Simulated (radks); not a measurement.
Values are calculated unless marked as measured or tabulated.
Ionisation of neutral iridium, [Xe] 4f14 5d7 6s2, to Ir+, [Xe] 4f14 5d7 6s1, under several functionals. Dirac Kohn-Sham, spin-unpolarised, spherical densities, finite nucleus; open shells are shared between the two j in proportion to 2j + 1; a radial shooting solver on a logarithmic mesh with Libxc functionals.

functional                                        E(Ir) (hartree)  Exc (hartree)  IE (eV)  -e(HOMO) (eV)  <r> HOMO (bohr)  IE error (eV)
exchange-only PBE                                     -17849.9157      -344.1512    9.134          5.597            2.967         +0.167
B86b exchange with PBE correlation                    -17855.8560      -350.1692    9.910          6.358            2.898         +0.943
PBE                                                   -17854.5442      -348.8443    9.884          6.336            2.901         +0.917
SOGGA                                                 -17848.8788      -343.1270    9.815          6.273            2.889         +0.848
BLYP                                                  -17855.5477      -349.8452    9.850          6.262            2.913         +0.883
OLYP                                                  -17860.8573      -355.3891    9.552          6.027            2.916         +0.585
revPBE                                                -17854.9130      -349.2181    9.790          6.259            2.901         +0.823
LDA (Slater exchange, Perdew-Zunger correlation)      -17844.4662      -338.6769   10.187          6.594            2.884         +1.220

NIST Atomic Spectra Database: 8.967 eV (measured). Closest: exchange-only PBE. The Delta-SCF values span 1.05 eV, the total energies 16.39 hartree. The highest occupied level is 6s1/2. Spin polarisation and multiplet splitting are left out, so open shells lie too high by an amount that depends on their filling. Sharing an open shell by 2j + 1 raises it above the true ground level by a part of the spin-orbit splitting, which enters the differences from NIST.

Beside tabulated values, note that spin-unpolarised runs miss the spin-polarisation part of the exchange energy of open shells.
